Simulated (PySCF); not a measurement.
B(Cl)2(OH)(NH3), H4BCl2NO, singlet (CAM-B3LYP/def2-SVP optimised geometry):

```
9

B     -0.592    -0.423     0.000
Cl    -1.271     1.311     0.000
Cl     1.271    -0.423     0.000
O     -1.198    -1.311     0.886
H     -1.038    -1.078     1.806
N     -0.990    -1.008    -1.455
H     -0.630    -1.961    -1.545
H     -0.590    -0.426    -2.194
H     -2.009    -1.017    -1.547
```

Method: CAM-B3LYP/def2-TZVP in PySCF 2.14.0.

What are the frontier orbital energies and the dipole moment?

HOMO-2 -9.92 eV, HOMO-1 -9.55 eV, HOMO -9.14 eV, LUMO 0.66 eV, LUMO+1 2.35 eV; dipole moment 4.96 D.

On the same geometry PBE/def2-TZVP (PySCF 2.14.0) gives HOMO-2 -7.04 eV, HOMO-1 -6.71 eV, HOMO -6.29 eV, LUMO -0.93 eV, LUMO+1 0.65 eV; dipole moment 4.86 D.

Meta-Löwdin charges at CAM-B3LYP/def2-TZVP: B1 0.26, Cl2 -0.27, Cl3 -0.27, O4 -0.59, H5 0.35, N6 -0.32, H7 0.28, H8 0.28, H9 0.28.
